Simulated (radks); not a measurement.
The mean radii <r> (bohr) of the occupied orbitals of an atom or ion are listed with their occupations. All-electron calculation, scalar-relativistic Kohn-Sham, LDA (Slater exchange, VWN5 correlation), spin-polarised, spherical densities, finite nucleus; Fermi nuclear charge, rms radius of each element as measured or else 0.836 A^(1/3) + 0.57 fm. Program: a radial shooting solver on a logarithmic mesh with Libxc functionals.

orbital  occ.      <r>
1s up       1  0.03421
1s down     1  0.03418
2s up       1   0.1419
2s down     1   0.1424
2p up       2   0.1220

Name the element and its charge. Open shells, if any, are filled with parallel spins first.

Answer. Z = 43, technetium, charge +37: Tc37+ in [He] 2s2 2p2. The 1s radius gives Z: for a bare nucleus <r> = (2 gamma + 1)/(2Z) with gamma = sqrt(1 - (Z/c)^2), 0.03371 bohr for Z = 43, and screening makes it slightly larger (0.03421 here). The occupations add up to 6, and the charge is Z minus that.
